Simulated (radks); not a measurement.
Problem. Valence configurations of Xe II (all share [Kr]). Calculated with a radial shooting solver on a logarithmic mesh with Libxc functionals: Dirac Kohn-Sham, LDA (Slater exchange, Perdew-Wang correlation), spin-unpolarised, spherical densities, finite nucleus; open shells fill j = l - 1/2 first; Fermi nuclear charge, rms radius 4.7859 fm. Order these by energy: 4d10 5s1.5 5p5.5; 4d9 5s2 5p6; 4d9.5 5s1.5 5p6; 4d10 5s2 5p5; 4d9.5 5s2 5p5.5; 4d10 5s1 5p6.

Solution. From the lowest, in eV above it: 4d10 5s2 5p5 0.000; 4d10 5s1.5 5p5.5 6.300; 4d10 5s1 5p6 12.648; 4d9.5 5s2 5p5.5 26.614; 4d9.5 5s1.5 5p6 33.110; 4d9 5s2 5p6 54.643. NIST lists [Kr] 4d10 5s2 5p5 as the ground configuration; this level of theory agrees among the configurations tried. The energies are those of spherical spin-averaged densities, not of single terms.
